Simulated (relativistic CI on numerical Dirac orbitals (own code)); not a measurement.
**Sn5+: q coefficients and field-shift factors**

Computed by Dirac-Coulomb-Breit CI, KLI orbitals optimised for each configuration, valence Slater integrals scaled by 0.85, P86 correlation energy added to each configuration, derivatives by finite differences, QED left out (own radial code, finite nucleus).

Configuration list (outside the closed core [Ar] 3d10 4s2): 4p6 4d9, 4p6 4d8 5s, 4p6 4d8 4f, 4p6 4d8 5p, 4p5 4d10, 4p6 4d8 5d, 4p6 4d7 5s2, 4p6 4d8 5f. Levels of other configurations are missing.

With x = (α/α₀)² − 1 an excitation energy changes as ω = ω₀ + qx; K = 2q/ω₀ is the relative enhancement. Terms are leading LS components, so labels can repeat. The field-shift factor is F = δν/δ⟨r²⟩ for the transition from the lowest level.

Lowest level 4p6 4d9 2D_5/2.

```csv
Level,ω₀ (cm⁻¹),q (cm⁻¹),F (GHz/fm²)
4p6 4d9 2D_3/2,8435,8249,0.115
4p6 4d8 5s 4F_9/2,224853,-29290,19.8
4p6 4d8 5s 4F_7/2,228911,-26670,19.7
4p6 4d8 5s 4F_5/2,233418,-21880,19.9
4p6 4d8 5s 4F_3/2,235015,-22520,19.9
4p6 4d8 5s 2F_7/2,237134,-23190,19.1
4p6 4d8 5s 2D_5/2,239549,-27630,19.4
4p6 4d8 5s 2F_5/2,244849,-20550,19.5
4p6 4d8 5s 4P_3/2,245516,-23740,19.7
4p6 4d8 5s 4P_1/2,248328,-23030,20
4p6 4d8 5s 4P_3/2,250026,-20390,19.8
4p6 4d8 5s 2D_5/2,253746,-15050,19.7
4p6 4d8 5s 2G_9/2,255640,-22470,19.7
```

At this charge configurations can still be misplaced by up to about 7 % of their energy.

(1) Which transition from the lowest level has the largest |K|?

Answers

(1) 4p6 4d9 2D_3/2 at 8435 cm⁻¹, K = 1.96.
